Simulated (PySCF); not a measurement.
Adding and removing an electron: PbSe

PBE0; PySCF, scalar-relativistic core potentials, basis sets Pb def2-SVP with ECP60, Se def2-SVP. Neutral (UKS): singlet (closed shell), Re = 2.421 Å, ωe = 294 cm⁻¹, De = 4.22 eV, HOMO -6.67 eV, LUMO -2.42 eV.

PbSe⁺ (UKS): doublet (π ↑), Re = 2.595 Å, ωe = 232 cm⁻¹. The energies at the minima are -2593.89904 hartree for PbSe and -2593.58845 for PbSe⁺.

Problem. Work out the adiabatic ionisation energy, without and with harmonic zero-point energies (1 hartree = 27.2114 eV, 1 eV = 8065.5 cm⁻¹), and the change of the bond length.

Solution. At PBE0: 0.31059 hartree = 8.452 eV between the minima; the zero-point term (232.0 − 294.0)/2 cm⁻¹ = -0.004 eV makes it 8.448 eV. Re changes by +17.4 pm against the neutral. Minus the HOMO energy is 6.67 eV, -1.78 eV from the value between the minima; self-interaction puts the Kohn–Sham level too high, less so with exact exchange. The electron leaves a π orbital; in so polar a molecule the change of length follows mostly from the change of the ionic charges.

These are scalar-relativistic numbers at best; spin–orbit coupling would shift them, the dissociation energy most. States were picked by a PBE0 search and need not be the measured ground states.
